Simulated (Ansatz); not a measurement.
Isolated molecules relaxed with PBE0-D4/def2-TZVP in Ansatz; ΔE leaves out vibrations. CCSD(T)/CBS is the MP2 limit (def2-TZVPP, def2-QZVPP) plus CCSD(T) − MP2 in def2-TZVPP, frozen cores. This one scheme is used for every species. Functionals use def2-TZVPP. B3LYP here is the variant with VWN-RPA as its local correlation; programs differ in this. HSE06 is defined as in plane-wave codes. def2 core potentials past Kr. For Zr outer-core shells are correlated without core-valence functions, which leaves a few kJ/mol of doubt a bond. One conformer a species, not always the lowest.

Reaction (ligand exchange at a Zr–F bond): `C[NH][Zr]([F])([NH]C)[NH]C` + CH₃NH₂ → `C[NH][Zr]([NH]C)([NH]C)[NH]C` + H–F

| level | ΔE (kcal/mol) | difference from CCSD(T)/CBS |
| --- | --- | --- |
| LDA (SPW92) | 30.2 | 1.1 |
| PBE-D4 | 30.9 | 1.8 |
| revPBE-D4 | 30.2 | 1.1 |
| r2SCAN-D4 | 32.7 | 3.6 |
| B97M-V | 33.4 | 4.3 |
| PBE0-D4 | 30.7 | 1.6 |
| B3LYP-D4 | 31.5 | 2.4 |
| r2SCANh-D4 | 32.4 | 3.3 |
| r2SCAN0-D4 | 31.9 | 2.8 |
| HSE06-D4 | 30.6 | 1.5 |
| BHLYP-D4 | 31.9 | 2.8 |
| CAM-B3LYP-D4 | 33.1 | 4.0 |
| ωB97X-V | 33.2 | 4.1 |
| ωB97M-V | 32.2 | 3.1 |
| B2PLYP | 32.6 | 3.5 |
| PBE-QIDH | 30.8 | 1.7 |
| PBE | 33.0 | 3.9 |
| revPBE | 34.0 | 4.9 |
| r2SCAN | 33.5 | 4.4 |
| PBE0 | 32.7 | 3.6 |
| B3LYP | 34.6 | 5.5 |
| r2SCANh | 33.2 | 4.1 |
| HSE06 | 32.5 | 3.4 |
| BHLYP | 34.7 | 5.6 |
| CAM-B3LYP | 35.2 | 6.1 |
| LC-ωPBE | 35.3 | 6.2 |
| HF/def2-SVP | 37.5 | 8.4 |
| MP2/def2-SVP | 32.1 | 3.0 |
| CCSD/def2-SVP | 33.1 | 4.0 |
| HF/def2-TZVPP | 35.9 | 6.8 |
| MP2/def2-TZVPP | 28.0 | -1.1 |
| SCS-MP2/def2-TZVPP | 29.7 | 0.6 |
| CCSD/def2-TZVPP | 30.0 | 0.9 |
| CCSD(T)/def2-TZVPP | 28.9 | -0.2 |
| HF/def2-QZVPP | 36.1 | 7.0 |
| MP2/def2-QZVPP | 28.2 | -0.9 |
| SCS-MP2/def2-QZVPP | 29.9 | 0.8 |
| HF/CBS(def2) | 36.1 | 7.0 |
| MP2/CBS(def2) | 28.2 | -0.9 |
| CCSD/CBS(def2) | 30.2 | 1.1 |
| CCSD(T)/CBS | 29.1 | 0 |

Largest T1 diagnostic among the species: 0.016.

In def2-TZVPP, CCSD(T) changes the Hartree–Fock value by −7.0 kcal/mol (the triples alone add −1.1 kcal/mol) and MP2 by −7.9 kcal/mol. At CCSD(T), def2-SVP lies +3.1 kcal/mol from the extrapolated value and def2-TZVPP −0.2 kcal/mol. The D4 term adds −3.1 kcal/mol with B3LYP and −2.0 kcal/mol with PBE0; it sums over pairs of atoms, weighted by their polarisabilities, and B3LYP, whose exchange is more repulsive, gets the larger term.

CCSD(T)/CBS has its own doubt, a few kJ/mol and more with outer-core shells, so smaller differences from it don't rank the levels.
